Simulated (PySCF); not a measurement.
SCF from a fresh guess for quartet FeH₃, at the r2SCAN minimum. PySCF input:

```python
from pyscf import gto, scf, dft
mol = gto.M(atom='''
Fe     0.028964    -0.000000    -0.001291
H      1.618680    -0.000010    -0.072127
H     -1.613844     0.425055     0.071907
H     -1.613849    -0.425035     0.071916''',
    basis={'Fe': 'def2-TZVP', 'H': 'def2-TZVP'},
    charge=0, spin=3)
mf = dft.UKS(mol, xc='PBE')
mf.grids.atom_grid = (50, 194)
aux = {'Fe': 'def2-universal-JKFIT', 'H': 'def2-universal-JKFIT'}
mf = mf.density_fit(auxbasis=aux)
mf.conv_tol = 1e-08
mf.diis_space = 10
mf.max_cycle = 60
mf.init_guess = 'minao'
mf.verbose = 4
mf.kernel()
```

Excerpt of the output (cycles alone):

```
init E= -1264.21530177644
cycle= 1 E= -1251.99365306217  delta_E= 12.2  |g|= 4.57  |ddm|=   18
cycle= 2 E= -1243.36936575854  delta_E= 8.62  |g|= 8.76  |ddm|=   19
cycle= 3 E= -1257.09281542495  delta_E= -13.7  |g|= 5.48  |ddm|= 4.63
cycle= 4 E= -1259.4399759789  delta_E= -2.35  |g|= 4.63  |ddm|= 1.69
cycle= 5 E= -1260.34445697482  delta_E= -0.904  |g|= 4.21  |ddm|= 0.994
cycle= 6 E= -1261.83124556242  delta_E= -1.49  |g|= 3.42  |ddm|= 1.01
cycle= 7 E= -1263.43353520452  delta_E= -1.6  |g|= 2.55  |ddm|= 0.514
cycle= 8 E= -1263.19049113674  delta_E= 0.243  |g|=  2.6  |ddm|= 0.37
cycle= 9 E= -1263.79524349088  delta_E= -0.605  |g|= 2.21  |ddm|= 0.294
cycle= 10 E= -1265.1154419311  delta_E= -1.32  |g|= 0.334  |ddm|= 0.916
cycle= 11 E= -1265.15252301598  delta_E= -0.0371  |g|= 0.264  |ddm|= 0.868
cycle= 12 E= -1265.19486519032  delta_E= -0.0423  |g|= 0.0636  |ddm|= 0.491
cycle= 13 E= -1265.19698787493  delta_E= -0.00212  |g|= 0.0281  |ddm|= 0.131
... 11 lines left out ...
cycle= 25 E= -1265.19718956178  delta_E= 2.62e-08  |g|= 0.00164  |ddm|= 0.0157
cycle= 26 E= -1265.19718942342  delta_E= 1.38e-07  |g|= 0.000843  |ddm|= 0.00833
cycle= 27 E= -1265.19719023835  delta_E= -8.15e-07  |g|= 0.000365  |ddm|= 0.00527
cycle= 28 E= -1265.19719082374  delta_E= -5.85e-07  |g|= 0.000244  |ddm|= 0.00281
cycle= 29 E= -1265.19719187975  delta_E= -1.06e-06  |g|= 0.000295  |ddm|= 0.00716
cycle= 30 E= -1265.197192433  delta_E= -5.53e-07  |g|= 0.000112  |ddm|= 0.0104
cycle= 31 E= -1265.19719249268  delta_E= -5.97e-08  |g|= 6.72e-05  |ddm|= 0.00382
cycle= 32 E= -1265.19719249219  delta_E= 4.91e-10  |g|= 4.44e-05  |ddm|= 0.000511
Extra cycle  E= -1265.19719249127  delta_E= 9.18e-10  |g|= 8.05e-05  |ddm|= 9.36e-05
converged SCF energy = -1265.19719249127  <S^2> = 3.789182  2S+1 = 4.0195433
```

This is not the lowest solution: all starts ended here, but a stability analysis within the same unrestricted form found one 5.6 kJ/mol lower, at -1265.19933 Eh.

With open d or f shells other occupations or spin states may lie lower.

The search for the lowest solution, 3 starts and the stability check together, took 31 s on 2 threads of a shared Arm Neoverse N1 host, with 63 basis functions; the process peaked at 0.35 GiB. Launch command: `OMP_NUM_THREADS=2 python axn.py task.json out`.
